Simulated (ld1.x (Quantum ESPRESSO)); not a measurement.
Reading a pseudo-wave (Ti)

Columns: radius, all-electron u(r) and pseudo u(r) of the 4p shell (level -2.07 eV) of titanium in the configuration [Ne] 3s2 3p6 3d2 4s1 4p1; PBE, scalar-relativistic, PAW scheme, ld1.x (Quantum ESPRESSO) 7.5.

```tsv
r (bohr)	all-electron	pseudo
0.140	0.1074	-0.0392
0.280	0.0651	-0.1449
0.420	-0.0498	-0.2855
0.560	-0.1429	-0.4194
0.700	-0.1889	-0.5085
0.840	-0.1914	-0.5289
0.980	-0.1622	-0.4770
1.120	-0.1136	-0.3683
1.260	-0.0547	-0.2303
1.400	0.0080	-0.0916
1.540	0.0704	0.0270
1.680	0.1301	0.1175
1.820	0.1856	0.1840
1.960	0.2362	0.2362
2.100	0.2817	0.2817
2.240	0.3221	0.3221
2.380	0.3576	0.3576
2.520	0.3884	0.3884
2.660	0.4148	0.4148
2.800	0.4371	0.4371
2.940	0.4555	0.4555
3.080	0.4703	0.4703
3.220	0.4816	0.4816
3.360	0.4898	0.4898
3.500	0.4951	0.4951
3.640	0.4978	0.4978
```

(1) How many radial nodes do the two functions have?

(2) At about which radius was the pseudo-wave matched?

(3) Is the pseudo-wave norm-conserving?

Answers

(1) The all-electron 4p function has n − l − 1 = 2; the pseudo-wave has 1, since 1 lower shell of the same l stays in the valence.

(2) 2.05 bohr, where the columns begin to agree (steps of 0.14 bohr).

(3) No, it belongs to a PAW set: the norm inside the radius is not constrained, and the difference is carried by the augmentation charge.
